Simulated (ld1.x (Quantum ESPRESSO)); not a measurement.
**Reading a pseudo-wave (palladium)**

Columns: radius, all-electron u(r) and pseudo u(r) of the 5p shell (level -0.33 eV) of palladium in the configuration [Kr] 4d10 5s0 5p0; revPBE, scalar-relativistic, TM scheme, ld1.x (Quantum ESPRESSO) 7.5.

| r (bohr) | all-electron | pseudo |
| --- | --- | --- |
| 0.210 | -0.0511 | -0.0026 |
| 0.420 | -0.0154 | -0.0103 |
| 0.630 | 0.0863 | -0.0229 |
| 0.840 | 0.1117 | -0.0400 |
| 1.050 | 0.0770 | -0.0613 |
| 1.260 | 0.0175 | -0.0861 |
| 1.470 | -0.0461 | -0.1138 |
| 1.680 | -0.1051 | -0.1435 |
| 1.890 | -0.1566 | -0.1743 |
| 2.100 | -0.2005 | -0.2051 |
| 2.310 | -0.2374 | -0.2350 |
| 2.520 | -0.2680 | -0.2631 |
| 2.730 | -0.2934 | -0.2884 |
| 2.940 | -0.3142 | -0.3104 |
| 3.150 | -0.3312 | -0.3289 |
| 3.360 | -0.3450 | -0.3439 |
| 3.570 | -0.3561 | -0.3558 |
| 3.780 | -0.3650 | -0.3649 |
| 3.990 | -0.3719 | -0.3719 |
| 4.200 | -0.3770 | -0.3770 |
| 4.410 | -0.3807 | -0.3807 |
| 4.620 | -0.3829 | -0.3829 |
| 4.830 | -0.3839 | -0.3839 |
| 5.040 | -0.3837 | -0.3837 |
| 5.250 | -0.3824 | -0.3824 |
| 5.460 | -0.3801 | -0.3801 |

How many radial nodes do the two functions have?

The all-electron 5p function has n − l − 1 = 3 (the table is too coarse to show those close to the nucleus); the pseudo-wave has 0, since the states of the same l below it are removed with the core.

At about which radius was the pseudo-wave matched?

4.20 bohr. The columns agree to 0.0005 from 3.57 bohr on; several derivatives are matched, so the curves merge somewhat inside the radius.

Is the pseudo-wave norm-conserving?

Yes: the TM scheme keeps the norm inside the radius equal to the all-electron one, which fixes the energy derivative of the logarithmic derivative at the level.
